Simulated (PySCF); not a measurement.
CH₃ClF₂Si.

```xyz
8

C      1.5131     1.2629     0.0000
Si    -0.0721     0.3236     0.0000
F     -0.9647     0.6955     1.2908
F     -0.9647     0.6955    -1.2908
Cl     0.2215    -1.7059     0.0000
H      2.1069     1.0135     0.8926
H      2.1069     1.0135    -0.8926
H      1.3166     2.3465     0.0000
```

Geometry: B3LYP-D3(BJ)/def2-SVP.

Method: PBE/pcSseg-1 (PySCF). Non-relativistic, no solvent.

Computed absolute GIAO shielding of each atom: isotropic value and principal components (ppm):
```json
[
 {"atom": "C1", "σ(iso)": "180.6", "σ11": "174.0", "σ22": "174.9", "σ33": "193.1", "span": "19.1"},
 {"atom": "Si2", "σ(iso)": "342.0", "σ11": "319.1", "σ22": "321.5", "σ33": "385.3", "span": "66.3"},
 {"atom": "F3", "σ(iso)": "276.1", "σ11": "213.4", "σ22": "264.0", "σ33": "350.8", "span": "137.4"},
 {"atom": "F4", "σ(iso)": "276.1", "σ11": "213.4", "σ22": "264.0", "σ33": "350.8", "span": "137.4"},
 {"atom": "Cl5", "σ(iso)": "843.3", "σ11": "729.5", "σ22": "761.9", "σ33": "1038.5", "span": "309.0"},
 {"atom": "H6", "σ(iso)": "30.7", "σ11": "26.5", "σ22": "28.5", "σ33": "36.9", "span": "10.4"},
 {"atom": "H7", "σ(iso)": "30.7", "σ11": "26.5", "σ22": "28.5", "σ33": "36.9", "span": "10.4"},
 {"atom": "H8", "σ(iso)": "30.6", "σ11": "26.2", "σ22": "27.7", "σ33": "38.1", "span": "11.9"}
]
```
